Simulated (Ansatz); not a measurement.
C2H6ClNSi can be A, `N=CC([SiH3])Cl`, or B, `N/C=C/[SiH2]Cl`.

Calculated with Ansatz (gas phase, PBE0-D4/def2-TZVP geometries, no zero-point term in ΔE). CBS: MP2 limit from def2 TZ/QZ plus the TZ coupled-cluster correction, frozen cores. Functionals use def2-TZVPP. B3LYP here is the variant with VWN-RPA as its local correlation; programs differ in this. One conformer a species, not always the lowest.

A:

Z-matrix (Å, degrees):
```
C
C 1 1.495
Cl 1 1.792 2 110.7
Si 1 1.903 2 111.4 3 -119.3
H 1 1.092 2 110.4 3 118.4
N 2 1.262 1 126.5 3 -144.1
H 2 1.094 1 115.1 3 38.6
H 4 1.482 1 108.4 2 57.0
H 4 1.486 1 108.2 2 -62.6
H 4 1.482 1 108.6 2 177.5
H 6 1.022 2 111.5 1 3.2
```

B:

```xyz
11

N    -0.5410    2.0258   -0.7519
C     0.0471    0.9400   -0.1854
C    -0.4820   -0.2914   -0.0581
Si    0.4352   -1.6097    0.7956
Cl    1.0333   -3.1162   -0.4989
H     0.0206    2.8228   -0.9860
H    -1.3824    1.9023   -1.2876
H     1.0335    1.1499    0.2235
H    -1.4674   -0.4839   -0.4783
H    -0.3640   -2.3058    1.8337
H     1.6672   -1.0339    1.3937
```

**Question.** Which is lower in electronic energy at CCSD(T)/CBS, and by how much? (Estimate.)

**Answer.** Computed: B, by 185.3 kJ/mol.

**Question.** Give E(B) − E(A) in kJ/mol with HF/def2-TZVPP, ωB97M-V, B2PLYP, B3LYP, CCSD(T)/def2-TZVPP, MP2/def2-TZVPP, B3LYP-D4. (Best estimate.)

**Answer.** The calculation gave: HF/def2-TZVPP -197.8, ωB97M-V -190.2, B2PLYP -191.3, B3LYP -194.1, CCSD(T)/def2-TZVPP -177.9, MP2/def2-TZVPP -189.0, B3LYP-D4 -189.9. None reverses the order clearly.

Largest T1 diagnostic: 0.012.

The D4 term adds +4.2 kJ/mol with B3LYP and +2.2 kJ/mol with PBE0; it sums over pairs of atoms, weighted by their polarisabilities, and B3LYP, whose exchange is more repulsive, gets the larger term. In def2-TZVPP, CCSD(T) changes the Hartree–Fock value by +19.9 kJ/mol (the triples alone add +3.3 kJ/mol) and MP2 by +8.8 kJ/mol.
